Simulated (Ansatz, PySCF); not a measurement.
hexa-1,5-diene (C₆H₁₀), SMILES C=CCCC=C. Atoms are numbered in the order given.

```xyz
16

C      2.5999    -0.5994     0.2406
C      1.2766    -0.6051     0.0591
C      0.5196     0.3964    -0.7689
C     -0.5476     1.1709     0.0205
C     -1.7752     0.4054     0.4388
C     -2.1269    -0.8297     0.0701
H      3.2390     0.1563    -0.2294
H      3.0966    -1.3495     0.8623
H      0.6774    -1.3766     0.5565
H      1.2324     1.1141    -1.2061
H      0.0339    -0.1134    -1.6213
H     -0.8814     2.0379    -0.5807
H     -0.0820     1.6127     0.9205
H     -2.4497     0.9568     1.1066
H     -3.0595    -1.2785     0.4217
H     -1.5109    -1.4431    -0.5933
```

Geometry optimised at B3LYP-D3(BJ)/def2-SVP. One conformer was computed; it need not be the lowest.

Two levels are set side by side: PBE-D3(BJ)/def2-SVP (Ansatz, an electronic-structure program) and B3LYP-D3(BJ)/def2-SVP (Ansatz). Each level has its own optimised geometry; the coordinates shown are those of the second. Frequencies come from the Hessian of PySCF at each geometry. Differences are taken from unrounded values.

```tsv
quantity	B3LYP-D3(BJ)
mean bond length (Å)	1.214
bond C1–C2 (Å)	1.336
bond C2–C3 (Å)	1.504
bond C3–C4 (Å)	1.537
bond C4–C5 (Å)	1.506
bond C5–C6 (Å)	1.336
bond C1–H7 (Å)	1.096
bond C1–H8 (Å)	1.094
bond C2–H9 (Å)	1.096
bond C3–H10 (Å)	1.102
bond C3–H11 (Å)	1.106
bond C4–H12 (Å)	1.107
bond C4–H13 (Å)	1.105
bond C5–H14 (Å)	1.098
bond C6–H15 (Å)	1.093
bond C6–H16 (Å)	1.093
highest harmonic wavenumber (cm⁻¹)	3231
mean harmonic wavenumber (cm⁻¹)	1479
zero-point energy (kcal/mol)	88.79
```

What does PBE-D3(BJ) give, and how far is it from B3LYP-D3(BJ)? (An estimate is asked for; the answer gives what the named calculation found.)


```csv
quantity,PBE-D3(BJ),PBE-D3(BJ) minus B3LYP-D3(BJ)
mean bond length (Å),1.221,0.007
bond C1–C2 (Å),1.344,0.009
bond C2–C3 (Å),1.505,0.001
bond C3–C4 (Å),1.539,0.002
bond C4–C5 (Å),1.506,0.000
bond C5–C6 (Å),1.345,0.009
bond C1–H7 (Å),1.104,0.008
bond C1–H8 (Å),1.101,0.008
bond C2–H9 (Å),1.105,0.009
bond C3–H10 (Å),1.110,0.008
bond C3–H11 (Å),1.114,0.009
bond C4–H12 (Å),1.115,0.008
bond C4–H13 (Å),1.114,0.008
bond C5–H14 (Å),1.106,0.008
bond C6–H15 (Å),1.101,0.008
bond C6–H16 (Å),1.102,0.008
highest harmonic wavenumber (cm⁻¹),3170,-62
mean harmonic wavenumber (cm⁻¹),1439,-40
zero-point energy (kcal/mol),86.38,-2.41
```

Exact exchange shortens and stiffens bonds; PBE has none. Differences between two approximate levels are no errors against the true value.
